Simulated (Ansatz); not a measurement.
Reactions of `C[Se]B1CO1`.

Isolated molecules relaxed with PBE0-D4/def2-TZVP in Ansatz; ΔE leaves out vibrations. CCSD(T)/CBS adds triple-zeta CCSD(T) − MP2 to the extrapolated MP2 energy (def2 sets, frozen cores). This one scheme is used for every species, atoms too. Open shells (•) are unrestricted, without spin–orbit coupling. Spin–orbit coupling would lower the free atoms: a little for B, C, O; clearly for Se. Elements past krypton have def2 core potentials. For In, Se, Sn outer-core shells are correlated without core-valence functions, so the limit isn't a true one: a few kJ/mol of doubt a bond, and 10 to 20 or more in all where bonds break to atoms. Scalar relativity is left out up to krypton. Each species was taken in one conformer, which may not be the lowest.

(1) Order these by ΔE at CCSD(T)/CBS, lowest first. (An estimate is asked.)
A. `C[Se]B1CO1` + H₂ → `B1CO1` + `C[SeH]`
B. `C[Se]B1CO1` + H–F → `FB1CO1` + `C[SeH]`
C. `C[Se]B1CO1` + `[NH2][InH2]` → `NB1CO1` + `C[Se][InH2]`
D. `C[Se]B1CO1` + `[SnH4]` → `C[Se][SnH3]` + `B1CO1`
E. `C[Se]B1CO1` → B• + 2 C• + 5 H• + O• + Se•

Largest T1 diagnostic: 0.016, for `B1CO1`.

Results:

(1) C (-30.7 kcal/mol), B (-11.4 kcal/mol), D (-3.7 kcal/mol), A (+11.0 kcal/mol), E (+924.1 kcal/mol).
